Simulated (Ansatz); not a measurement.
One change: `CO[SiH](F)S[SiH2]F` becomes `CO[SiH](F)O[SiH2]Cl`.

Ansatz, PBE0-D4/def2-TZVP geometries, multiplicity 1. Each molecule was computed in one conformer, which needn't be the lowest.

```json
{"property": "LUMO energy (PBE/def2-TZVPP) / eV", "`CO[SiH](F)S[SiH2]F`": "-1.14"}
{"property": "HOMO energy (B3LYP/def2-TZVPP) / eV", "`CO[SiH](F)S[SiH2]F`": "-7.98"}
{"property": "LUMO energy (B3LYP/def2-TZVPP) / eV", "`CO[SiH](F)S[SiH2]F`": "-0.45"}
{"property": "HOMO–LUMO gap (PBE0/def2-TZVPP) / eV", "`CO[SiH](F)S[SiH2]F`": "7.99"}
{"property": "HOMO energy (PBE/def2-TZVPP) / eV", "`CO[SiH](F)S[SiH2]F`": "-7.01"}
{"property": "size of the dipole moment (PBE/def2-TZVPP) / D", "`CO[SiH](F)S[SiH2]F`": "1.62"}
```

Question: Give the same properties after the change, and the shifts. (An estimate is asked.)

Answer: The calculation gave: 
| property | `CO[SiH](F)O[SiH2]Cl` | shift |
| --- | --- | --- |
| LUMO energy (PBE/def2-TZVPP) / eV | -0.56 | 0.58 |
| HOMO energy (B3LYP/def2-TZVPP) / eV | -8.57 | -0.59 |
| LUMO energy (B3LYP/def2-TZVPP) / eV | 0.12 | 0.57 |
| HOMO–LUMO gap (PBE0/def2-TZVPP) / eV | 9.13 | 1.14 |
| HOMO energy (PBE/def2-TZVPP) / eV | -7.22 | -0.21 |
| size of the dipole moment (PBE/def2-TZVPP) / D | 1.66 | 0.04 |

With PBE0 the HOMO falls by 0.55 eV and the LUMO rises by 0.60 eV, so the gap widens by about 1.15 eV. PBE moves the HOMO by -0.21 eV and ωB97M-V by -0.74 eV. Dipoles are sizes alone; their direction can turn.

B3LYP here is the variant with VWN-RPA as its local correlation; programs differ in this.
